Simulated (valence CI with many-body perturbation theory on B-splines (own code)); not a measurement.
The numbers below are computed, except where a source is named.
## Level structure of Au71+

Level of theory: valence CI with perturbative core correlation (CI+MBPT): six valence electrons over a frozen Dirac-Fock core [He], a basis of 9 s, 9 p, 8 d, 6 f, 3 g, 1 h functions for each j, with the one-electron correlation potential Σ1, the two-electron term Σ2, the three-electron term Σ3, Breit, model QED; selected CI, second order for the rest, scaled by the run's own slope (own B-spline code, finite nucleus).

No measured spectrum was set against this ion. As an estimate, large intervals hold to a few tenths of a per cent, small ones and those within an open d or f shell to about a per cent. Among the levels kept, up to 1900 cm⁻¹ of a level comes from second order outside the variational space, and about a tenth of that is noise between levels of different J, which matters for small intervals.

Levels 1 to 45 of 50, with energies above the lowest level, (2s^2 2p1/2^2 2p3/2^2) J=2. "Leading %" is the weight of the configuration and term that name the level; weights of strongly mixed levels are sums over their largest components and can fall short, and the name can then belong to a minority configuration. In the jj column 3d3/2^4 stands for four electrons in 3d with j = 3/2.

```tsv
No.	Configuration	Term	J	E (eV)	Leading %	Leading jj	g	Second component
1	2s²2p⁴	³P	2	0	68	2s^2 2p1/2^2 2p3/2^2 (100 %)	1.299	32 % 2s²2p⁴ ¹D
2	2s²2p⁴	¹S	0	67	65	2s^2 2p1/2^2 2p3/2^2 (100 %)		35 % 2s²2p⁴ ³P
3	2s²2p⁴	³P	1	1897	100	2s^2 2p1/2 2p3/2^3 (100 %)	1.465	
4	2s²2p⁴	¹D	2	1916	68	2s^2 2p1/2 2p3/2^3 (100 %)	1.117	32 % 2s²2p⁴ ³P
5	2s2p⁵	³P°	2	2349	100	2s 2p1/2^2 2p3/2^3 (100 %)	1.457	
6	2s2p⁵	¹P°	1	2441	63	2s 2p1/2^2 2p3/2^3 (100 %)	1.146	37 % 2s2p⁵ ³P°
7	2s²2p⁴	³P	0	3844	65	2s^2 2p3/2^4 (100 %)		34 % 2s²2p⁴ ¹S
8	2s2p⁵	³P°	0	4260	100	2s 2p1/2 2p3/2^4 (100 %)		
9	2s2p⁵	³P°	1	4300	63	2s 2p1/2 2p3/2^4 (100 %)	1.262	37 % 2s2p⁵ ¹P°
10	2p⁶	¹S	0	4831	99	2p1/2^2 2p3/2^4 (99 %)		
11	2s²2p³3s	³P°	2	9867	49	2s^2 2p1/2^2 2p3/2 3s (100 %)	1.474	24 % 2s²2p³3s ⁵S°
12	2s²2p³3s	¹P°	1	9877	32	2s^2 2p1/2^2 2p3/2 3s (100 %)	1.132	28 % 2s²2p³3s ³D°
13	2s²2p³3p	³P	1	10003	32	2s^2 2p1/2^2 2p3/2 3p1/2 (100 %)	1.462	20 % 2s²2p³3p ⁵P
14	2s²2p³3p	³D	2	10004	26	2s^2 2p1/2^2 2p3/2 3p1/2 (100 %)	1.142	20 % 2s²2p³3p ³F
15	2s²2p³3p	³D	3	10547	51	2s^2 2p1/2^2 2p3/2 3p3/2 (100 %)	1.311	24 % 2s²2p³3p ⁵P
16	2s²2p³3p	³P	1	10547	34	2s^2 2p1/2^2 2p3/2 3p3/2 (100 %)	1.321	27 % 2s²2p³3p ¹P
17	2s²2p³3p	³P	2	10579	45	2s^2 2p1/2^2 2p3/2 3p3/2 (100 %)	1.306	17 % 2s²2p³3p ¹D
18	2s²2p³3p	³P	0	10608	69	2s^2 2p1/2^2 2p3/2 3p3/2 (100 %)		31 % 2s²2p³3p ¹S
19	2s²2p³3d	³D°	2	10678	33	2s^2 2p1/2^2 2p3/2 3d3/2 (100 %)	1.027	19 % 2s²2p³3d ³F°
20	2s²2p³3d	³F°	3	10686	27	2s^2 2p1/2^2 2p3/2 3d3/2 (99 %)	1.058	21 % 2s²2p³3d ³G°
21	2s²2p³3d	³D°	1	10691	36	2s^2 2p1/2^2 2p3/2 3d3/2 (100 %)	1.062	27 % 2s²2p³3d ³P°
22	2s²2p³3d	³P°	0	10696	65	2s^2 2p1/2^2 2p3/2 3d3/2 (100 %)		24 % 2s²2p³3d ⁵D°
23	2s²2p³3d	³F°	4	10813	52	2s^2 2p1/2^2 2p3/2 3d5/2 (100 %)	1.230	24 % 2s²2p³3d ⁵D°
24	2s²2p³3d	³D°	2	10826	34	2s^2 2p1/2^2 2p3/2 3d5/2 (100 %)	1.212	22 % 2s²2p³3d ³P°
25	2s²2p³3d	³D°	3	10843	48	2s^2 2p1/2^2 2p3/2 3d5/2 (99 %)	1.203	16 % 2s²2p³3d ¹F°
26	2s²2p³3d	³D°	1	10857	32	2s^2 2p1/2^2 2p3/2 3d5/2 (100 %)	1.079	29 % 2s²2p³3d ¹P°
27	2s²2p³3s	⁵S°	2	11748	55	2s^2 2p1/2 2p3/2^2 3s (100 %)	1.572	34 % 2s²2p³3s ³D°
28	2s²2p³3s	³S°	1	11762	55	2s^2 2p1/2 2p3/2^2 3s (100 %)	1.292	44 % 2s²2p³3s ³D°
29	2s²2p³3s	³D°	3	11773	100	2s^2 2p1/2 2p3/2^2 3s (100 %)	1.293	
30	2s²2p³3s	¹D°	2	11783	67	2s^2 2p1/2 2p3/2^2 3s (100 %)	1.013	32 % 2s²2p³3s ³D°
31	2s²2p³3s	³P°	0	11833	100	2s^2 2p1/2 2p3/2^2 3s (100 %)		
32	2s²2p³3s	³P°	1	11836	67	2s^2 2p1/2 2p3/2^2 3s (100 %)	1.294	33 % 2s²2p³3s ¹P°
33	2s²2p³3p	⁵P	1	11880	46	2s^2 2p1/2 2p3/2^2 3p1/2 (100 %)	1.629	22 % 2s²2p³3p ³D
34	2s²2p³3p	³F	2	11888	34	2s^2 2p1/2 2p3/2^2 3p1/2 (100 %)	1.188	21 % 2s²2p³3p ⁵P
35	2s²2p³3p	³F	3	11905	44	2s^2 2p1/2 2p3/2^2 3p1/2 (100 %)	1.072	33 % 2s²2p³3p ¹F
36	2s²2p³3p	³P	2	11950	50	2s^2 2p1/2 2p3/2^2 3p1/2 (99 %)	1.290	22 % 2s²2p³3p ¹D
37	2s²2p³3p	³D	1	11963	74	2s^2 2p1/2 2p3/2^2 3p1/2 (100 %)	0.626	22 % 2s²2p³3p ¹P
38	2s²2p³3p	³P	0	12017	65	2s^2 2p1/2 2p3/2^2 3p1/2 (99 %)		34 % 2s²2p³3p ¹S
39	2s2p⁴3s	⁵P	3	12136	69	2s 2p1/2^2 2p3/2^2 3s (99 %)	1.523	30 % 2s2p⁴3s ³D
40	2s2p⁴3s	³P	2	12169	58	2s 2p1/2^2 2p3/2^2 3s (99 %)	1.360	18 % 2s2p⁴3s ³D
41	2s2p⁴3s	³S	1	12257	64	2s 2p1/2^2 2p3/2^2 3s (99 %)	1.973	21 % 2s2p⁴3s ⁵P
42	2s2p⁴3s	³D	1	12265	34	2s 2p1/2^2 2p3/2^2 3s (98 %)	0.963	33 % 2s2p⁴3s ¹P
43	2s2p⁴3s	³P	2	12273	57	2s 2p1/2^2 2p3/2^2 3s (99 %)	1.349	19 % 2s2p⁴3s ¹D
44	2s2p⁴3p	⁵P°	2	12280	30	2s 2p1/2^2 2p3/2^2 3p1/2 (100 %)	1.569	18 % 2s2p⁴3p ⁵S°
45	2s2p⁴3p	³D°	3	12281	41	2s 2p1/2^2 2p3/2^2 3p1/2 (100 %)	1.304	23 % 2s2p⁴3p ⁵D°
```

The ionisation energy to 2s²2p³ ²P°3/2 of the next ion comes out as 18792 eV (NIST: 18790 ± 60 eV (theoretical)). All 50 levels together are meant to be complete up to 12429 eV.
